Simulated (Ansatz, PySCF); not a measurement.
Reaction (SMILES): [CH3][GeH2][CH3] [dimethylgermane] → [CH2][GeH2][CH3] + H atom (the C-H bond at the site shown breaks; other sites are not compared here)
Each molecule is optimised on its own at B3LYP-D3(BJ)/def2-TZVP (Ansatz, a first-principles code), one conformer each, not searched for the lowest.
Geometry of the first species:
SMILES: [CH3][GeH2][CH3]
```xyz
11

C     -1.6139    -0.6614    -0.3459
Ge    -0.0001     0.3466     0.1540
C      1.6143    -0.6993    -0.2587
H     -2.5123    -0.0876    -0.1198
H     -1.6027    -0.8833    -1.4132
H     -1.6548    -1.6019     0.2040
H     -0.0371     0.6692     1.6643
H      0.0365     1.6837    -0.6189
H      1.6033    -1.6402     0.2920
H      2.5123    -0.1466     0.0158
H      1.6554    -0.9216    -1.3253
```
Charge 0, spin multiplicity 1.

Quantity: bond dissociation energy (enthalpy at 298 K, with B3LYP-D3(BJ) rigid-rotor harmonic-oscillator terms from PySCF), in eV. Correlated levels leave the core frozen unless marked. UHF or UKS for open shells. Spin-orbit coupling is left out. The frozen core is the preceding noble-gas configuration, with the filled d and f shells of earlier blocks. Non-relativistic. Basis-set limits of correlation are two-point, X^-3; Hartree-Fock from the larger set.

```csv
level,program,bond dissociation energy (eV)
HF/STO-3G,Ansatz,4.45
HF/aug-cc-pVQZ,Ansatz,3.26
```

### Question
Estimate the value at CCSD(T)/CBS(aug-cc-pVTZ,aug-cc-pVQZ) as computed with Ansatz.

### Answer
4.44 eV
